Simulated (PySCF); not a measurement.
# SnC: frontier orbitals

PBE at R = 2.030 Å; PySCF, scalar-relativistic core potentials, basis sets Sn def2-SVP with ECP28, C def2-SVP. State: ³Π (triplet), unpaired electrons σ ↑, π ↑. Only the outer orbitals are listed, counted within each symmetry, core potentials removing the inner ones.

```
spin  orbital  occ.  ε (eV)  on Sn (%)           main shells (%)
   α       5σ     1  -14.81         34           63 C s, 26 Sn s
   α       6σ     1   -9.94         66   62 Sn s, 24 C s, 10 C p
   α       3π     1   -6.09         32           68 C p, 30 Sn p
   α       7σ     1   -6.07         41   56 C p, 31 Sn p, 9 Sn s
   α       3π     1   -5.39         35           65 C p, 34 Sn p
   α       4π     0   -2.99         72           70 Sn p, 28 C p
   α       4π     0   -2.41         69           67 Sn p, 31 C p
   α       8σ     0    0.24         99   85 Sn p, 11 C p, 9 Sn s
   β       5σ     1  -13.38         48           47 C s, 41 Sn s
   β       6σ     1   -8.82         66  54 Sn s, 33 C s, 11 Sn p
   β       3π     1   -4.76         58           57 Sn p, 42 C p
   β       3π     0   -4.51         65           64 Sn p, 35 C p
   β       7σ     0   -4.09         37   51 C p, 33 Sn p, 12 C s
   β       4π     0   -1.90         47           53 C p, 44 Sn p
```

**Question.** Which are the highest filled and the lowest empty level, where do they sit, and how wide is the gap?

**Answer.** Highest filled β 3π at -4.76 eV (in %: 57 Sn p, 42 C p); lowest empty β 3π at -4.51 eV (in %: 64 Sn p, 35 C p); the gap at PBE is 0.25 eV. Both belong to one degenerate shell, split only by its one-sided filling, so this is no excitation gap.

```
bond order (Mayer)                              : 2.19
⟨S²⟩                                            : 2.054
charge on Sn (Mulliken, basis-dependent)        : 0.22
charge on Sn (Löwdin, basis-dependent)          : 0.21
dipole moment (positive dipole means Sn(−)C(+)) : -2.44 D
polarisability along the bond                   : 67.4 bohr³
polarisability across the bond                  : 41.4 bohr³
```

Spin–orbit coupling is left out. The state is the lowest determinant that a PBE0 search found; another state may lie lower at other levels.
